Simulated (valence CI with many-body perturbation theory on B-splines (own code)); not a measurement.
The numbers below are computed, except where a source is named.
# Basis-set convergence for Sn XLV

Level of theory: valence CI with perturbative core correlation (CI+MBPT): four valence electrons over a frozen Dirac-Fock core [He], a basis of 9 s, 9 p, 8 d, 6 f, 3 g, 1 h functions for each j, with the one-electron correlation potential Σ1, the two-electron term Σ2, the three-electron term Σ3, Breit, model QED; selected CI, second order for the rest, scaled by the run's own slope (own B-spline code, finite nucleus).

The last digits are not significant, and no measured levels were compared; by estimate large intervals hold to a few tenths of a per cent, small ones and those within an open d or f shell to about a per cent. Among the levels kept, up to 310 cm⁻¹ of a level comes from second order outside the variational space, and about a tenth of that is noise between levels of different J, which matters for small intervals.

The reference run has the lowest level (2s^2 2p1/2^2) J=0 and an ionisation energy of 7543.98 eV. Its largest variational space holds 20000 state functions.

Levels are named by their leading jj configuration (3d3/2^4 stands for four electrons in 3d with j = 3/2), which in mixed levels can hold well under half, so a name can repeat and another be missing. Letters in brackets count levels of one name in rising energy.

Changed runs:
A. basis 6 s, 6 p, 5 d, 3 f, 1 g
B. basis 5 s, 5 p, 4 d, 2 f

Excitation energies of the reference run in cm⁻¹, and shifts in cm⁻¹:

```tsv
Level	Reference	A	B
(2s^2 2p1/2 2p3/2) J=1	1883460	-33	-196
(2s^2 2p1/2 2p3/2) J=2	2002040	+87	+136
(2s 2p1/2^2 2p3/2) J=2	3219440	-87	-317
(2s 2p1/2^2 2p3/2) J=1	3673410	+68	+253
(2s^2 2p3/2^2) J=2	3974820	+43	-24
(2s^2 2p3/2^2) J=0	4269430	+81	+252
(2s 2p1/2 2p3/2^2) J=2 [a]	5004450	-123	-476
(2s 2p1/2 2p3/2^2) J=3	5262150	+69	+37
(2s 2p1/2 2p3/2^2) J=0	5529440	+6.3	+95
(2s 2p1/2 2p3/2^2) J=1 [a]	5634720	+49	+118
(2s 2p1/2 2p3/2^2) J=2 [b]	5716510	+165	+434
(2s 2p1/2 2p3/2^2) J=1 [b]	5748590	+105	+342
Ionisation energy (eV)	7543.98	-0.013	-0.09
```
